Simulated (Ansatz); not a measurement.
Reaction (formal loss of a carbene): `CNB(C)Cl` → `CNBCl` + `[CH2]` (triplet)

Gas-phase electronic energies from Ansatz, PBE0-D4/def2-TZVP geometries. CCSD(T)/CBS adds triple-zeta CCSD(T) − MP2 to the extrapolated MP2 energy (def2 sets, frozen cores). This one scheme is used for every species. DFT in def2-TZVPP. Triplets are unrestricted, without spin–orbit coupling. Each species was taken in one conformer, which may not be the lowest.

| species | RPA@PBE/def2-TZVPP energy (Eh) |
| --- | --- |
| `CNB(C)Cl` | -619.98964 |
| `CNBCl` | -580.64336 |
| `[CH2]` (triplet) | -39.17130 |

Work out ΔE.

ΔE = (-580.64336) + (-39.17130) − (-619.98964) = 0.17498 Eh = +459.4 kJ/mol. CCSD(T)/CBS gives +482.4 kJ/mol.

Largest T1 diagnostic among the species: 0.011.

In def2-TZVPP, CCSD(T) changes the Hartree–Fock value by +141.1 kJ/mol (the triples alone add +11.6 kJ/mol) and MP2 by +155.7 kJ/mol. The D4 term adds +12.2 kJ/mol with B3LYP and +6.6 kJ/mol with PBE0; it sums over pairs of atoms, weighted by their polarisabilities, and B3LYP, whose exchange is more repulsive, gets the larger term. At CCSD(T), def2-SVP lies −21.0 kJ/mol from the extrapolated value and def2-TZVPP −12.4 kJ/mol.

B3LYP here is the variant with VWN-RPA as its local correlation; programs differ in this.
